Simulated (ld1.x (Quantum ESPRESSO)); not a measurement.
# Configuration tests for tantalum (Ta) (TM)

```
Element                 : tantalum (Ta)
Generator               : ld1.x (Quantum ESPRESSO) 7.5
Type                    : norm-conserving Troullier–Martins (Kleinman–Bylander form)
Functional              : PW91
Relativity              : scalar-relativistic
Frozen core             : [Xe] 4f14
Valence charge          : 5
Reference configuration : 5d3 6s1.5 6p0 (charge +0.5)
Partial waves           : 6s (bound): rc 2.05 bohr; 5d (bound): rc 1.65 bohr; 6p (bound, empty): rc 3.70 bohr
Local potential         : the p channel
Core correction         : Bessel-smoothed model core inside 1.35 bohr
```

Energies are relative to the spin-unpolarised reference configuration 5d3 6s1.5 6p0; without spin polarisation the order of configurations can differ from experiment.

```json
{"valence configuration": "5d3 6s2 6p0", "charge": "0", "ΔE all-electron (eV)": "-3.489", "error AE − PS (meV)": "+0.3"}
{"valence configuration": "5d3 6s1 6p0", "charge": "+1", "ΔE all-electron (eV)": "5.038", "error AE − PS (meV)": "-3.9"}
{"valence configuration": "5d3 6s0 6p0", "charge": "+2", "ΔE all-electron (eV)": "20.068", "error AE − PS (meV)": "-47"}
{"valence configuration": "5d2 6s2 6p1", "charge": "0", "ΔE all-electron (eV)": "-0.478", "error AE − PS (meV)": "-98"}
{"valence configuration": "5d2 6s0 6p0", "charge": "+3", "ΔE all-electron (eV)": "43.744", "error AE − PS (meV)": "-358"}
{"valence configuration": "5d3 6s0 6p1", "charge": "+1", "ΔE all-electron (eV)": "10.146", "error AE − PS (meV)": "-22"}
```

Q: What are ΔE and the potential's error for 5d3.5 6s1.5 6p0?

A: ΔE = -2.501 eV all-electron; the error (AE − PS) is -13 meV.
